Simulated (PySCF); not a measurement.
Gas-phase reaction: CuF + Cl = CuCl + F

Method: PySCF energies plus ideal-gas RRHO corrections (1 bar). The comparison is the NASA 1993 polynomial table, which mixes measured and estimated data. † marks an energy on the PBE0/def2-TZVP geometry and frequencies; other levels use their own. MP2 freezes the core. Open shells (unrestricted): Cl (multiplicity 2), F (multiplicity 2); the rest are closed-shell singlets. Spin-orbit splitting is ignored; it lowers the true energy and changes the entropy of Cl, F. Cu: all electrons, no relativistic terms. For this reaction the table lies outside the span of B3LYP, CCSD(T), M06-2X, MP2, PBE0, r2SCAN, ωB97M-V, ωB97X-V in their largest bases here; which side is off was not settled. MP2 isn't extrapolated to the basis-set limit. The table's entry may be an old estimate for CuF, CuCl (not checked at source).

```json
[
 {"level": "table", "ΔH°(298 K), kJ": "61.7"},
 {"level": "HF/def2-TZVP†", "ΔH°(298 K), kJ": "[?]"},
 {"level": "MP2/def2-TZVPP†", "ΔH°(298 K), kJ": "[?]"},
 {"level": "PBE/def2-SVP", "ΔH°(298 K), kJ": "51.6"},
 {"level": "r2SCAN/def2-TZVP†", "ΔH°(298 K), kJ": "33.7"},
 {"level": "LDA/def2-TZVP†", "ΔH°(298 K), kJ": "[?]"},
 {"level": "ωB97X-V/def2-TZVP†", "ΔH°(298 K), kJ": "36.3"}
]
```

Question: Fill in the missing entries.

Answer: 
- HF/def2-TZVP†, ΔH°(298 K), kJ: -31.7
- MP2/def2-TZVPP†, ΔH°(298 K), kJ: 50.8
- LDA/def2-TZVP†, ΔH°(298 K), kJ: 69.4
